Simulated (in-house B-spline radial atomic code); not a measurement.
A fraction x of an electron is added to 3p in Si, starting from [Ne] 3s2 3p2 and keeping the highest spin. Level of theory: non-relativistic BP86, spin-polarised, spherical fractional occupations, point nucleus; calculated with a B-spline radial code for spherical atoms.

```csv
x,E(x) - E(0) (eV),3p up level (eV)
0,0.0000,-4.675
0.1,-0.4337,-4.002
0.2,-0.8009,-3.346
0.3,?,?
0.4,-1.3436,-2.094
0.5,?,?
0.6,-1.6445,-0.932
0.7,-1.7104,-0.391
```

**Question.** What belongs in the row x = 0.3?

**Answer.** An energy change of -1.1035 eV; 3p up at -2.710 eV.

**Question.** What belongs in the row x = 0.5?

**Answer.** An energy change of -1.5231 eV; 3p up at -1.501 eV.

**Question.** Check Janak's theorem between x = 0.1 and 0.2.

**Answer.** The slope of the energy is -3.67 eV; the orbital levels give -3.67 eV (ε of the filling orbital, averaged over the two points).

**Question.** Up to what added charge does this functional bind the extra electron?

**Answer.** The highest level rises by about 5.4 eV per electron near x = 0.7 and would reach zero near x = 0.77, so a whole extra electron isn't bound at the basis-set limit.
